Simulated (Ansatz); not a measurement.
The cluster GeF2 (the lowest singlet isomer of a short search). Total charge 0; singlet. Geometry PBE0-D4/def2-TZVP, basis def2-TZVP, Ansatz.

```xyz
3

Ge   -0.484    0.405   -0.440
F     0.427    0.846    0.980
F     0.057   -1.251   -0.540
```

| run | HOMO (eV) | LUMO (eV) |
| --- | --- | --- |
| A | -8.94 | -2.58 |
| B | -11.19 | -0.54 |
| C | -7.64 | -3.34 |
| D | -11.58 | -0.33 |
| E | -8.47 | -3.01 |

LC-ωPBE has ω = 0.4 bohr⁻¹. The structure comes from a short search, and lower isomers may exist.

The runs used LC-ωPBE, PBE, PBE0, r2SCANh, ωB97M-V. Estimate which is which.

A PBE0 (25 % exact exchange); B ωB97M-V (range-separated); C PBE (0 % exact exchange); D LC-ωPBE (range-separated); E r2SCANh (10 % exact exchange). Exact exchange lowers occupied and raises empty levels; among semilocal functionals meta-GGAs tend to open the gap a little, and such runs are hard to tell apart. The gap grows from 4.29 eV (PBE) to 11.25 eV (LC-ωPBE).
